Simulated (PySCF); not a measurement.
Spinor energies of Ge²⁺ (germanium, charge +2)

Start: [Ar] 3d10 4s2. Calculated with PySCF 2.14 in x2c-SVPall-2c: generalised Hartree-Fock with the X2C-1e Hamiltonian and a Gaussian nucleus; one run each with spin-orbit coupling (SO) switched off, then screened by Boettger's factors.

| spinor shell | electrons | ε, spin-free (eV) | ε, screened SO (eV) | weight of nominal j (screened SO) | rms radius, screened SO (bohr) |
| --- | --- | --- | --- | --- | --- |
| 1s1/2 | 2 | -11195.3 | -11195.1 | 1.000 | 0.0542 |
| 2s1/2 | 2 | -1473.2 | -1473.2 | 1.000 | 0.227 |
| 2p1/2 | 2 | -1285.6 | -1307.5 | 1.000 | 0.201 |
| 2p3/2 | 4 | -1285.6 | -1275.0 | 1.000 | 0.204 |
| 3s1/2 | 2 | -221.59 | -221.59 | 1.000 | 0.668 |
| 3p1/2 | 2 | -161.79 | -164.90 | 1.000 | 0.695 |
| 3p3/2 | 4 | -161.79 | -160.28 | 1.000 | 0.704 |
| 3d3/2 | 4 | -63.646 | -64.032 | 1.000 | 0.808 |
| 4s1/2 | 2 | -32.427 | -32.427 | 1.000 | 2.14 |

Question: Where does 3d5/2 lie, and what is the 3d spin-orbit splitting (screened SO)?

Answer: At -63.392 eV, 0.641 eV above 3d3/2.

```tsv
quantity	spin-free	screened SO
E (hartree)	-2095.85422	-2095.91540
M_J	0	0
⟨J²⟩	0.000	0.000
⟨L²⟩	0.000	0.002
⟨S²⟩	0.000	0.002
```

Without spin-orbit coupling the j labels of p, d and f shells carry no meaning; the spin-free column gives the mean over the occupied spinors of each nl shell.
